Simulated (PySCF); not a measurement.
Input of a run (PBE0-D3(BJ)/def2-SVP geometry optimisation, gas phase (PySCF 2.14.0)), started from GFN2-xTB:
```
{"job": {"xc": "PBE0", "basis": "def2-SVP", "d3": "d3bj", "grid": 1, "kind": "geom"}, "charge": 0, "multiplicity": 1}
S      2.317996    -0.372082     0.029334
C      0.806144    -0.017248     0.006978
C     -0.461337     0.261126    -0.010668
Br    -1.780471    -1.123908    -0.030453
H     -0.873710     1.254965    -0.012376
```

Output (energies in Eh, forces in Eh/bohr):
```
step   0  E = -3048.08102515  max force = 0.024710
step   1  E = -3048.08019950  max force = 0.010414
step   2  E = -3048.08110597  max force = 0.007926
step   3  E = -3048.08173385  max force = 0.004073
step   4  E = -3048.08191742  max force = 0.001360
step   5  E = -3048.08193170  max force = 0.000284
optimisation converged
```

Question: Summarise the run.

Answer: The energy falls by 2.4 kJ/mol over 6 energy and gradient evaluations, the largest force component goes from 0.0247 to 2.8e-04 Eh/bohr, and the atoms move by 0.018 Å rms after alignment. The bond that changes most is C3–Br4 (outer carbon of cumulated double bonds to vinyl bromine), which shortens by 0.033 Å. Bonds longer at the end by more than 0.005 Å: 2 of 4; shorter: 1. Among the angles that change most is Br4–C3–H5, from 113.9° to 116.5°. The energy rose by more than 1e-6 Eh at step 1.

Question: What are the final bond lengths?

Answer: S1=C2 1.556 Å, C2=C3 1.314 Å, C3–Br4 1.880 Å, C3–H5 1.092 Å. Numbering counts from 1 in the input's order; the species is `S=C=CBr`.

The run used 83 basis functions and 45 SCF cycles in all.

PBE0-D3(BJ)/def2-SVP frequencies: not computed here.
